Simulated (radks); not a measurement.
Ne II, 9 electrons, occupied as [He] 2s1.75 2p5 3p0.25 (fractional occupations, a model configuration). All-electron calculation, Dirac Kohn-Sham, AM05, spin-unpolarised, spherical densities, finite nucleus; open shells are shared between the two j in proportion to 2j + 1; Fermi nuclear charge, rms radius 3.0055 fm. Program: a radial shooting solver on a logarithmic mesh with Libxc functionals.

Spin-orbit splittings of the eigenvalues, e(l+1/2) - e(l-1/2), with zeta = 2 splitting/(2l+1) and mean radii in bohr:

| shell | occ. | splitting (eV) | zeta (eV) | <r> j=l-1/2 | <r> j=l+1/2 |
|---|---|---|---|---|---|
| 2p | 5 | 0.1216 | 0.08109 | 0.8643 | 0.8663 |
| 3p | 0.25 | 0.005296 | 0.003530 | 4.474 | 4.479 |
